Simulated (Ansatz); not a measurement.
Total energies of C2H2AlFO, SMILES `[OH][Al]1[CH]=[C]1F`.

```xyz
7

O    -1.506    1.815    0.283
Al   -0.416    0.560    0.057
C     1.117   -0.248   -0.605
C     0.383   -1.105    0.159
F     0.678   -2.373    0.432
H    -2.312    1.789    0.794
H     2.056   -0.439   -1.119
```

Total charge 0; spin multiplicity 1. The geometry is a stationary point of PBE0-D4/def2-TZVP. It is one conformer, not always the lowest. Basis def2-TZVPP, Ansatz 0.2.0.

RPA on PBE orbitals: Hartree–Fock energy of these orbitals -493.15172 Eh, correlation -1.33674 Eh (frozen core).

```csv
functional,energy without D4 (Eh),D4 term (kJ/mol)
LDA (SPW92),-492.08584,–
PBE,-494.60291,-11.9
r2SCAN,-494.86044,-2.8
B97M-V,-494.89456,–
PBE0,-494.62392,-10.0
B3LYP,-495.03036,-19.3
r2SCANh,-494.84277,-3.0
r2SCAN0,-494.81755,-3.3
HSE06 (plane-wave form),-494.60667,-9.3
BHLYP,-494.88589,-15.3
CAM-B3LYP,-494.92435,-10.2
LC-ωPBE,-494.76235,–
ωB97M-V,-494.92273,–
PBE-QIDH,-494.49809,–
```

Problem. Give the same for revPBE, BLYP, ωB97X-V, B2PLYP. (Best estimate.)

Solution. The calculation gave: 
```json
{"functional": "revPBE", "energy without D4 (Eh)": "-494.87670", "D4 term (kJ/mol)": "-35.4"}
{"functional": "BLYP", "energy without D4 (Eh)": "-494.97068", "D4 term (kJ/mol)": "-26.2"}
{"functional": "ωB97X-V", "energy without D4 (Eh)": "-494.88203", "D4 term (kJ/mol)": "–"}
{"functional": "B2PLYP", "energy without D4 (Eh)": "-494.72656", "D4 term (kJ/mol)": "–"}
```

B3LYP takes the VWN-RPA correlation (the form of Gaussian; ORCA's B3LYP/G). HSE06 is the plane-wave form, built on full-range PBE exchange. The double hybrids freeze the cores in their second-order part.

LC-ωPBE has ω = 0.4 bohr⁻¹.
